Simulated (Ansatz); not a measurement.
`[Cl][InH][I]` + CH₃OH → `C[O][InH][Cl]` + HI at 600 K and 1 bar (ligand exchange at the In–I bond).

Isolated molecules relaxed with PBE0-D4/def2-TZVP in Ansatz; ΔE leaves out vibrations. CCSD(T)/CBS is the MP2 limit (def2-TZVPP, def2-QZVPP) plus CCSD(T) − MP2 in def2-TZVPP, frozen cores. This one scheme is used for every species. Elements past krypton have def2 core potentials. For I, In outer-core shells are correlated without core-valence functions, which leaves a few kJ/mol of doubt a bond. Each species was taken in one conformer, which may not be the lowest.

| species | CCSD(T)/CBS energy (Eh) | H − E (kJ/mol) | S (J/(mol·K)) |
| --- | --- | --- | --- |
| `[Cl][InH][I]` | -947.72945 | 57.7 | 388.3 |
| CH₃OH | -115.61712 | 163.6 | 277.3 |
| `C[O][InH][Cl]` | -765.26650 | 180.2 | 432.6 |
| HI | -298.03592 | 31.6 | 227.0 |

H − E and S are ideal-gas, rigid-rotor, harmonic terms from PBE0-D4/def2-TZVP, for one conformer and one mirror image of each species. 1 Eh = 2625.50 kJ/mol, R = 8.31446 J/(mol·K).

Task: By hand: ΔE, ΔH, ΔS and ΔG.

Result: ΔE = (-765.26650) + (-298.03592) − (-947.72945) − (-115.61712) = 0.04415 Eh = 115.9 kJ/mol. Δ(H − E) = 180.2 + 31.6 − 57.7 − 163.6 = -9.5, so ΔH = 106.4 kJ/mol. ΔS = 432.6 + 227.0 − 388.3 − 277.3 = -6.0 J/(mol·K). ΔG = 106.4 − 600 × (-6.0)/1000 = 110.0 kJ/mol.

Task: By hand: the equilibrium constant, and the temperature at which ΔG would vanish if ΔH and ΔS stayed fixed.

Result: log₁₀ K = −ΔG/(RT ln 10) = -9.6. ΔH and −TΔS have one sign here, so there is no such temperature.

The number of gas molecules stays the same, so ΔS is small and ΔH decides. A doubt of 5 kJ/mol in ΔE shifts log₁₀ K by 0.4 here. Other conformers and mirror images would add mixing entropy, several J/(mol·K) or more a flexible species. These are equilibria of isolated gas molecules and say nothing of rates. Largest T1 diagnostic: 0.016 (customary marks: 0.02 for closed shells, 0.045 for open ones).

ΔS is within the doubt of such terms, so its sign, and with it that verdict, could turn.
